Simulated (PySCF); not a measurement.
C₂H₆OSSi.
Atom-mapped SMILES: `[SiH3:1][O:2][C@H:3]1[CH2:4][S:5]1`

Geometry (GFN2-xTB, Å), atoms numbered from 1 in this order:
```xyz
11
C2H6OSSi angstrom
Si     1.9249    0.4424   -0.0172
O      0.3756    0.2535    0.4784
C     -0.5993   -0.5519    0.0138
C     -1.9850   -0.0373   -0.0619
S     -1.2225   -0.3065   -1.6735
H      1.9590    0.8970   -1.4048
H      2.3122    1.4386    0.9659
H      2.6393   -0.8310    0.0963
H     -0.4526   -1.6058    0.2462
H     -2.8067   -0.6987    0.1775
H     -2.1395    1.0024    0.1932
```

NICS = −σ at a ghost point: NICS(0) at the centroid of the ring atoms, NICS(1) 1 Å to either side along the normal of their mean plane, zz for the tensor component along that normal. Level: GIAO PBE0/pcSseg-1 (PySCF, non-relativistic, gas phase) on the GFN2-xTB geometry, one conformer.

Ring bond lengths (Å), with Mayer bond orders in brackets: C3–C4 1.480 (0.98), C4–S5 1.803 (0.93), S5–C3 1.815 (0.97).

Problem. What do the NICS probes read (ppm)?

Solution. 
```
    ring                                             type  NICS(0)  NICS(1), two faces  NICS(1)zz, two faces  rms pucker (Å)  centre to ring atoms, mean (Å)
C3–C4–S5  3-membered ring with S; formal bonds all single    -45.2         -9.4 / -7.0         -24.1 / -16.3            0.00                            0.98
```

Problem. What do they say, and how far can they be read as aromaticity?

Solution. 
- C3–C4–S5: mean NICS(1)zz -20.2 ppm, shielded. C3, C4 have four or more neighbours, and the NICS criterion for π rings isn't applied. A hydrogen on C3, outside the ring, lies only 1.48 Å from a NICS(1) probe, which then mostly feels that atom. The two faces differ by 7.8 ppm, so no symmetry operation interchanges them. NICS(0) lies 37 ppm below the mean NICS(1).

Problem. What is the mean of the two in-plane components of NICS at the second NICS(1) probe listed for ring C3–C4–S5, 1 Å off the ring?

Solution. The isotropic value is a third of the trace: (3 × -7.0 − (-16.3))/2 = -2.3 ppm.

Problem. List the ring angles and the Hirshfeld charges of the ring atoms.

Solution. 
- C3–C4–S5: C3 65.4° (+0.045 e), C4 66.3° (-0.080 e), S5 48.3° (-0.077 e); sum 180.0° against 180° for a flat convex ring.
